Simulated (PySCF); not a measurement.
PySCF input (HF/def2-TZVPD):

```python
from pyscf import gto, scf, dft

mol = gto.M(
    atom='''
    B    -0.96835656    0.06020399   -0.08290159
    N     0.62979045   -0.10333295   -0.00929991
    H    -1.26015208    1.19350843   -0.42878227
    H    -1.46944059   -0.21032217    0.99639791
    H     0.81895399   -1.07746645    0.19117144
    H     1.35798315    0.47421006    0.66652686
    H     0.98590517    0.04238085   -0.94570660
    ''',
    basis='def2-tzvpd',
    charge=-1,
    spin=0,
    verbose=4,
)

mf = scf.RHF(mol).density_fit(auxbasis='def2-universal-jkfit')
mf.conv_tol = 1e-9
mf.max_cycle = 100
mf.max_memory = 1500
mf.kernel()
if not mf.converged:
    mf = mf.newton()
    mf.kernel(mf.make_rdm1())
mf.analyze()
```

Output:

```
PySCF version 2.14.0

[INPUT] verbose = 4
[INPUT] num. atoms = 7
[INPUT] num. electrons = 18
[INPUT] charge = -1
[INPUT] spin (= nelec alpha-beta = 2S) = 0
[INPUT] symmetry False subgroup None
[INPUT] Mole.unit = angstrom
[INPUT] Symbol           X                Y                Z      unit          X                Y                Z       unit  Magmom
[INPUT]  1 B     -0.968356560000   0.060203990000  -0.082901590000 AA   -1.829928689326   0.113769052706  -0.156661300391 Bohr   0.0
[INPUT]  2 N      0.629790450000  -0.103332950000  -0.009299910000 AA    1.190131466367  -0.195270975143  -0.017574282883 Bohr   0.0
[INPUT]  3 H     -1.260152080000   1.193508430000  -0.428782270000 AA   -2.381342306501   2.255404060060  -0.810281057369 Bohr   0.0
[INPUT]  4 H     -1.469440590000  -0.210322170000   0.996397910000 AA   -2.776840271419  -0.397451299224   1.882919160989 Bohr   0.0
[INPUT]  5 H      0.818953990000  -1.077466450000   0.191171440000 AA    1.547598749720  -2.036116498907   0.361261664439 Bohr   0.0
[INPUT]  6 H      1.357983150000   0.474210060000   0.666526860000 AA    2.566216235274   0.896127138914   1.259553220066 Bohr   0.0
[INPUT]  7 H      0.985905170000   0.042380850000  -0.945706600000 AA    1.863090756093   0.080088199426  -1.787126468194 Bohr   0.0

nuclear repulsion = 35.4395310540078
number of shells = 51
number of NR pGTOs = 159
number of NR cGTOs = 119
basis = def2-tzvpd
ecp = {}

******** <class 'pyscf.df.df_jk.DFRHF'> ********
method = DFRHF
initial guess = minao
damping factor = 0
level_shift factor = 0
DIIS = <class 'pyscf.scf.diis.CDIIS'>
diis_start_cycle = 1
diis_space = 8
diis_damp = 0
SCF conv_tol = 1e-09
SCF conv_tol_grad = None
SCF max_cycles = 100
direct_scf = False
Set gradient conv threshold to 3.16228e-05
Initial guess from minao.
******** <class 'pyscf.df.df.DF'> ********
auxbasis = def2-universal-jkfit
init E= -81.9302596852789
  HOMO = -0.0492935260120717  LUMO = 0.0381662706773884  gap/eV = 2.37990
cycle= 1 E= -81.8160410453741  delta_E= 0.114  |g|= 0.459  |ddm|= 2.02
  HOMO = 0.107719481276368  LUMO = 0.193991269339609  gap/eV = 2.34757
cycle= 2 E= -81.8866658729804  delta_E= -0.0706  |g|= 0.31  |ddm|=   28
  HOMO = 0.0382342472575949  LUMO = 0.192465433372703  gap/eV = 4.19684
cycle= 3 E= -81.9193430149643  delta_E= -0.0327  |g|= 0.0484  |ddm|= 10.2
  HOMO = 0.0309171917261075  LUMO = 0.199083724383206  gap/eV = 4.57604
cycle= 4 E= -81.9231247716518  delta_E= -0.00378  |g|= 0.0319  |ddm|=  4.2
  HOMO = 0.0270859022386727  LUMO = 0.197779778692807  gap/eV = 4.64482
cycle= 5 E= -81.9245665459069  delta_E= -0.00144  |g|= 0.0205  |ddm|= 1.44
  HOMO = 0.0251579778535493  LUMO = 0.197079116038907  gap/eV = 4.67821
cycle= 6 E= -81.9255096108076  delta_E= -0.000943  |g|= 0.0129  |ddm|= 1.57
  HOMO = 0.0221339951901314  LUMO = 0.196110928228729  gap/eV = 4.73415
cycle= 7 E= -81.9258792456822  delta_E= -0.00037  |g|= 0.00493  |ddm|= 1.13
  HOMO = 0.0215277048911133  LUMO = 0.195636685970865  gap/eV = 4.73775
cycle= 8 E= -81.9259187280441  delta_E= -3.95e-05  |g|= 0.00153  |ddm|= 0.361
  HOMO = 0.0214944862847872  LUMO = 0.195539847424631  gap/eV = 4.73602
cycle= 9 E= -81.9259230065582  delta_E= -4.28e-06  |g|= 0.00045  |ddm|= 0.317
  HOMO = 0.0213800962241297  LUMO = 0.195562358136624  gap/eV = 4.73974
cycle= 10 E= -81.9259233457078  delta_E= -3.39e-07  |g|= 9.12e-05  |ddm|= 0.14
  HOMO = 0.0214062648497304  LUMO = 0.195559352401992  gap/eV = 4.73895
cycle= 11 E= -81.9259233673609  delta_E= -2.17e-08  |g|= 3.36e-05  |ddm|= 0.0379
  HOMO = 0.0214015445473024  LUMO = 0.195562059905953  gap/eV = 4.73915
cycle= 12 E= -81.9259233700236  delta_E= -2.66e-09  |g|= 1.14e-05  |ddm|= 0.0122
  HOMO = 0.0214037803290079  LUMO = 0.195562582755423  gap/eV = 4.73910
cycle= 13 E= -81.9259233704545  delta_E= -4.31e-10  |g|= 3.91e-06  |ddm|= 0.00394
  HOMO = 0.0214035569863427  LUMO = 0.195562714268365  gap/eV = 4.73911
Extra cycle  E= -81.9259233704823  delta_E= -2.78e-11  |g|= 2.09e-06  |ddm|= 0.000798
converged SCF energy = -81.9259233704823
**** SCF Summaries ****
Total Energy =                         -81.925923370482295
Nuclear Repulsion Energy =              35.439531054007759
One-electron Energy =                 -182.530859914808445
Two-electron Energy =                   65.165405490318392
Two-electron Coulomb Energy =           77.400690834189803
DFT Exchange-Correlation Energy =      -12.235285343871411
HOMO-LUMO gap [eV] =                     4.739112057718993
**** MO energy ****
MO #1   energy= -15.4741807294668  occ= 2
MO #2   energy= -7.40525128127179  occ= 2
MO #3   energy= -1.06000125502259  occ= 2
MO #4   energy= -0.543151691306613 occ= 2
MO #5   energy= -0.530842838032878 occ= 2
MO #6   energy= -0.499575668154248 occ= 2
MO #7   energy= -0.350740781688655 occ= 2
MO #8   energy= -0.257684851978299 occ= 2
MO #9   energy= 0.0214035569863427 occ= 2
MO #10  energy= 0.195562714268365  occ= 0
MO #11  energy= 0.20103118464569   occ= 0
MO #12  energy= 0.249657816606661  occ= 0
MO #13  energy= 0.254778384063256  occ= 0
MO #14  energy= 0.296715445481935  occ= 0
MO #15  energy= 0.296977816032443  occ= 0
MO #16  energy= 0.304432979572625  occ= 0
MO #17  energy= 0.315829393019409  occ= 0
MO #18  energy= 0.32604618494778   occ= 0
MO #19  energy= 0.372822536506943  occ= 0
MO #20  energy= 0.386665815939841  occ= 0
MO #21  energy= 0.391486816982819  occ= 0
MO #22  energy= 0.39870386954163   occ= 0
MO #23  energy= 0.401341729624164  occ= 0
MO #24  energy= 0.436298910164196  occ= 0
MO #25  energy= 0.445044201123401  occ= 0
MO #26  energy= 0.490545834339605  occ= 0
MO #27  energy= 0.503525384477561  occ= 0
MO #28  energy= 0.508008455318116  occ= 0
MO #29  energy= 0.513838736502483  occ= 0
MO #30  energy= 0.534689810691447  occ= 0
MO #31  energy= 0.538511622488185  occ= 0
MO #32  energy= 0.543174226336259  occ= 0
MO #33  energy= 0.556253469798846  occ= 0
MO #34  energy= 0.570356601094966  occ= 0
MO #35  energy= 0.575399293351211  occ= 0
MO #36  energy= 0.582716939328203  occ= 0
MO #37  energy= 0.604958660968952  occ= 0
MO #38  energy= 0.624324416768337  occ= 0
MO #39  energy= 0.668159170854726  occ= 0
MO #40  energy= 0.67096566696567   occ= 0
MO #41  energy= 0.69518117797762   occ= 0
MO #42  energy= 0.701744912032183  occ= 0
MO #43  energy= 0.70962564070656   occ= 0
MO #44  energy= 0.751990109381977  occ= 0
MO #45  energy= 0.770716955136348  occ= 0
MO #46  energy= 0.776257655322936  occ= 0
MO #47  energy= 0.88281040538779   occ= 0
MO #48  energy= 0.892399342541942  occ= 0
MO #49  energy= 0.950476652465705  occ= 0
MO #50  energy= 0.972277288454064  occ= 0
MO #51  energy= 1.01928601300049   occ= 0
MO #52  energy= 1.02663688994402   occ= 0
MO #53  energy= 1.08671461541706   occ= 0
MO #54  energy= 1.09669313310781   occ= 0
MO #55  energy= 1.10906491733149   occ= 0
MO #56  energy= 1.16368300977144   occ= 0
MO #57  energy= 1.17508362544709   occ= 0
MO #58  energy= 1.17949244211989   occ= 0
MO #59  energy= 1.23430074545483   occ= 0
MO #60  energy= 1.2875658198819    occ= 0
MO #61  energy= 1.43321595105119   occ= 0
MO #62  energy= 1.59173769490399   occ= 0
MO #63  energy= 1.64466343766236   occ= 0
MO #64  energy= 1.66047552982919   occ= 0
MO #65  energy= 1.66811230459329   occ= 0
MO #66  energy= 1.74308093610127   occ= 0
MO #67  energy= 1.79745241025846   occ= 0
MO #68  energy= 1.80853310085046   occ= 0
MO #69  energy= 1.91982560541348   occ= 0
MO #70  energy= 1.97780288032231   occ= 0
MO #71  energy= 2.05604094253533   occ= 0
MO #72  energy= 2.13290904230944   occ= 0
MO #73  energy= 2.20188475089862   occ= 0
MO #74  energy= 2.2449967305751    occ= 0
MO #75  energy= 2.30497319697275   occ= 0
MO #76  energy= 2.33870263585129   occ= 0
MO #77  energy= 2.36190312298414   occ= 0
MO #78  energy= 2.4108245251384    occ= 0
MO #79  energy= 2.41979767472418   occ= 0
MO #80  energy= 2.43081521309944   occ= 0
MO #81  energy= 2.4442091221142    occ= 0
MO #82  energy= 2.53359946084047   occ= 0
MO #83  energy= 2.556905402781     occ= 0
MO #84  energy= 2.62180792052994   occ= 0
MO #85  energy= 2.71039368843381   occ= 0
MO #86  energy= 2.75646174214784   occ= 0
MO #87  energy= 2.7843127288135    occ= 0
MO #88  energy= 2.83311336069863   occ= 0
MO #89  energy= 2.92453823307612   occ= 0
MO #90  energy= 2.96778353093468   occ= 0
MO #91  energy= 2.98687024008543   occ= 0
MO #92  energy= 3.00888308170784   occ= 0
MO #93  energy= 3.10784792852064   occ= 0
MO #94  energy= 3.1485331172831    occ= 0
MO #95  energy= 3.22715840599666   occ= 0
MO #96  energy= 3.26716559578019   occ= 0
MO #97  energy= 3.29485906093618   occ= 0
MO #98  energy= 3.43599657500476   occ= 0
MO #99  energy= 3.53426511715422   occ= 0
MO #100 energy= 3.58307906956062   occ= 0
MO #101 energy= 3.7209234807165    occ= 0
MO #102 energy= 3.811267570967     occ= 0
MO #103 energy= 3.86187311745409   occ= 0
MO #104 energy= 4.01849335102921   occ= 0
MO #105 energy= 4.07505574795318   occ= 0
MO #106 energy= 4.84504709897072   occ= 0
MO #107 energy= 4.87491933553591   occ= 0
MO #108 energy= 5.06899607830074   occ= 0
MO #109 energy= 5.10517988980465   occ= 0
MO #110 energy= 5.32840274385237   occ= 0
MO #111 energy= 5.44619997862923   occ= 0
MO #112 energy= 5.4604746254148    occ= 0
MO #113 energy= 5.56414781535096   occ= 0
MO #114 energy= 5.66149613007433   occ= 0
MO #115 energy= 5.82530742565753   occ= 0
MO #116 energy= 6.04203598470364   occ= 0
MO #117 energy= 6.26706879356481   occ= 0
MO #118 energy= 15.5328414289012   occ= 0
MO #119 energy= 33.4934583285977   occ= 0
 ** Mulliken pop on meta-lowdin orthogonal AOs  **
 ** Mulliken pop  **
pop of  0 B 1s            1.99992
pop of  0 B 2s            0.94539
pop of  0 B 3s            0.03303
pop of  0 B 4s            0.02226
pop of  0 B 5s            0.06935
pop of  0 B 6s            0.15051
pop of  0 B 2px           0.52424
pop of  0 B 2py           0.98758
pop of  0 B 2pz           0.96794
pop of  0 B 3px           0.00355
pop of  0 B 3py           0.03838
pop of  0 B 3pz           0.03741
pop of  0 B 4px           0.00052
pop of  0 B 4py           0.00862
pop of  0 B 4pz           0.00867
pop of  0 B 3dxy          0.00030
pop of  0 B 3dyz          0.00110
pop of  0 B 3dz^2         0.00310
pop of  0 B 3dxz          0.00069
pop of  0 B 3dx2-y2       0.00390
pop of  0 B 4dxy          0.00082
pop of  0 B 4dyz          0.00051
pop of  0 B 4dz^2         0.00017
pop of  0 B 4dxz          0.00077
pop of  0 B 4dx2-y2       0.00031
pop of  0 B 5dxy          0.00450
pop of  0 B 5dyz          0.00133
pop of  0 B 5dz^2         0.00069
pop of  0 B 5dxz          0.00398
pop of  0 B 5dx2-y2       0.00074
pop of  0 B 4f-3          0.00011
pop of  0 B 4f-2          0.00012
pop of  0 B 4f-1          0.00011
pop of  0 B 4f+0          0.00008
pop of  0 B 4f+1          0.00019
pop of  0 B 4f+2          0.00011
pop of  0 B 4f+3          0.00019
pop of  1 N 1s            1.99999
pop of  1 N 2s            1.37622
pop of  1 N 3s            0.00484
pop of  1 N 4s            0.04283
pop of  1 N 5s            0.06365
pop of  1 N 6s            0.02496
pop of  1 N 2px           1.39233
pop of  1 N 2py           1.28042
pop of  1 N 2pz           1.26377
pop of  1 N 3px           0.00035
pop of  1 N 3py           0.00093
pop of  1 N 3pz           0.00087
pop of  1 N 4px           0.00233
pop of  1 N 4py           0.00132
pop of  1 N 4pz           0.00118
pop of  1 N 3dxy          0.00145
pop of  1 N 3dyz          0.00053
pop of  1 N 3dz^2         0.00152
pop of  1 N 3dxz          0.00215
pop of  1 N 3dx2-y2       0.00125
pop of  1 N 4dxy          0.00046
pop of  1 N 4dyz          0.00025
pop of  1 N 4dz^2         0.00054
pop of  1 N 4dxz          0.00031
pop of  1 N 4dx2-y2       0.00090
pop of  1 N 5dxy          0.00277
pop of  1 N 5dyz          0.00047
pop of  1 N 5dz^2         0.00124
pop of  1 N 5dxz          0.00202
pop of  1 N 5dx2-y2       0.00150
pop of  1 N 4f-3          0.00044
pop of  1 N 4f-2          0.00011
pop of  1 N 4f-1          0.00047
pop of  1 N 4f+0          0.00055
pop of  1 N 4f+1          0.00061
pop of  1 N 4f+2          0.00016
pop of  1 N 4f+3          0.00041
pop of  2 H 1s            1.05906
pop of  2 H 2s            0.01138
pop of  2 H 3s            0.00024
pop of  2 H 2px           0.00055
pop of  2 H 2py           0.00194
pop of  2 H 2pz           0.00215
pop of  2 H 3px           0.00066
pop of  2 H 3py           0.00322
pop of  2 H 3pz           0.00492
pop of  3 H 1s            1.05906
pop of  3 H 2s            0.01138
pop of  3 H 3s            0.00024
pop of  3 H 2px           0.00068
pop of  3 H 2py           0.00207
pop of  3 H 2pz           0.00188
pop of  3 H 3px           0.00068
pop of  3 H 3py           0.00479
pop of  3 H 3pz           0.00334
pop of  4 H 1s            0.73961
pop of  4 H 2s            0.02548
pop of  4 H 3s            0.00430
pop of  4 H 2px           0.00025
pop of  4 H 2py           0.00496
pop of  4 H 2pz           0.00034
pop of  4 H 3px           0.00041
pop of  4 H 3py           0.00892
pop of  4 H 3pz           0.00073
pop of  5 H 1s            0.91466
pop of  5 H 2s            0.02255
pop of  5 H 3s            0.00334
pop of  5 H 2px           0.00608
pop of  5 H 2py           0.00063
pop of  5 H 2pz           0.00099
pop of  5 H 3px           0.01278
pop of  5 H 3py           0.00119
pop of  5 H 3pz           0.00233
pop of  6 H 1s            0.73961
pop of  6 H 2s            0.02548
pop of  6 H 3s            0.00430
pop of  6 H 2px           0.00021
pop of  6 H 2py           0.00034
pop of  6 H 2pz           0.00500
pop of  6 H 3px           0.00076
pop of  6 H 3py           0.00092
pop of  6 H 3pz           0.00838
 ** Mulliken atomic charges  **
charge of    0B =     -0.82119
charge of    1N =     -0.47605
charge of    2H =     -0.08411
charge of    3H =     -0.08411
charge of    4H =      0.21500
charge of    5H =      0.03546
charge of    6H =      0.21500

WARN: System has nonzero charge -1; the dipole moment is origin-dependent.
Location of origin: [0. 0. 0.]

Dipole moment(X, Y, Z, Debye):  5.13039,  2.10007,  2.82201
```

It need not be the lowest isomer of its formula. Whether it binds its extra electron was not tested at this geometry.
